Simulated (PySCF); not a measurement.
## Steps of a relaxation of [PmBr2]+

[PmBr2]+ (singlet in the valence; each metal's 4f electrons, 4 of them, lie in its core potential, out of spins and levels). PySCF 2.14.0, RKS PBE0, Pm lcecp-1-SVP with ECP50, Br def2-SVP; non-relativistic Hamiltonian with scalar-relativistic core potentials where named; density fitting; no spin-orbit coupling. Origin of the start: template. Columns: position (Å) and force (eV/Å). Energies are counted from the last step; some of the 8 steps are shown. Forces carry noise of the integration grid, about 0.01 to 0.03 eV/Å.

Run from Python with OMP_NUM_THREADS=2. Where DIIS fails, smearing, a level shift and second-order steps follow.
It took 30 s on 2 threads of Arm Neoverse V2 (shared host), from the converged density of the start.

```xyz
3
step 0  E = 0.641 eV
Pm    0.0000    0.0000   -0.6001     0.00    0.00    1.56
Br    2.5721    0.0000    0.5510    -1.95    0.00   -0.78
Br   -2.5721    0.0000    0.5510     1.95    0.00   -0.78
```

```xyz
3
step 2  E = 0.113 eV
Pm    0.0000    0.0000   -0.5701     0.00    0.00   -0.75
Br    2.3189    0.0000    0.5360     0.30    0.00    0.38
Br   -2.3189    0.0000    0.5360    -0.30    0.00    0.38
```

```xyz
3
step 5  E = 0.011 eV
Pm    0.0000    0.0000   -0.7938     0.00    0.00    0.23
Br    2.1663    0.0000    0.6478    -0.25    0.00   -0.11
Br   -2.1663    0.0000    0.6478     0.25    0.00   -0.11
```

Task: Where does the relaxation end?

Result: It converges at step 7 in C2v:
```xyz
3
step 7  E = 0
Pm    0.0000    0.0000   -0.8377
Br    2.0930    0.0000    0.6698
Br   -2.0930    0.0000    0.6698
```

Task: How did the contacts change?

Result: 
```
     contact  start (Å)  end (Å)
Pm1–Br2 (Br)      2.818    2.579
Pm1–Br3 (Br)      2.818    2.579
```


An lcecp potential fixes the number of 4f electrons, so in runs with it no electron can move into or out of that shell.
